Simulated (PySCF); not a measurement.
Si(H)2(SeH)2 (H4Se2Si), SMILES [SeH][SiH2][SeH]. Geometry optimised at PBE0-D3(BJ)/def2-SVP. The structure was generated by enumeration, and PubChem lists no compound with its InChIKey, so it may never have been made. One conformer was computed; it need not be the lowest.

Computed equilibrium geometry at PBE0-D3(BJ)/def2-SVP (PySCF confirms it by a frequency run) as a Z-matrix, and its point group (one conformer of several):
point group C2.
```
Si
H 1 1.4907
H 1 1.4907 2 110.42
Se 1 2.2808 2 112.72 3 -115.26
H 4 1.4715 1 92.97 2 -62.26
Se 1 2.2808 2 103.54 3 120.90
H 6 1.4715 1 92.97 2 178.40
```
Charge 0, spin multiplicity 1.
